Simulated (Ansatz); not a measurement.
Ansatz results at the PBE0-D4/def2-TZVP geometry: HOMO–LUMO gap (ωB97M-V/def2-TZVPP) 8.69 eV; HOMO–LUMO gap (PBE/def2-TZVPP) 1.96 eV; HOMO energy (ωB97M-V/def2-TZVPP) -9.22 eV.

Each molecule was computed in one conformer, which needn't be the lowest.

(1) Which molecule gave them?
A. `B[SiH2]C(N)O`
B. `NB(F)[SiH3]`
C. `CB(N)[SiH2]O`
D. `BN[SiH2]CO`

## Answers

(1) A. The others give `CB(N)[SiH2]O`: 10.71, 4.56, -9.42; `NB(F)[SiH3]`: 12.28, 5.90, -10.52; `BN[SiH2]CO`: 11.23, 4.69, -9.79.
